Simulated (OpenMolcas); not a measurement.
Fe2+ (d6) among equal point charges was computed by CASSCF with the d shell active (OpenMolcas, ANO-RCC-VTZP on the metal). Its lowest spin-free states, and all those of the highest spin:

```csv
2S+1,Degeneracy,E (cm-1)
5,1,0.0
5,2,3738
5,2,11919
3,1,21783
3,2,22496
3,2,23498
3,1,24648
3,2,25720
3,2,27603
3,1,28224
3,1,28295
3,2,28892
```

Problem. Is the site octahedral, tetrahedral or cube-like, axial, or of lower symmetry?

Solution. The states with 2S+1 = 5 have orbital degeneracies 1, 2, 2. There are pairs but no triples, so the site is axial: not cubic, but with a proper or improper axis of order three or more. The run had Fe2+ among 6 point charges of -2 e arranged as a trigonal antiprism (D3d), 1.97 Å from the ion, with a polar angle of 63.0° against the regular 54.74°. The active orbitals were held to one l.

Without dynamic correlation the repulsion within the d shell is too large (B by tens of per cent), so at a given field states of lower spin stand too high. This is an electrostatic model: the charges have no orbitals. No measured value stands beside these numbers.
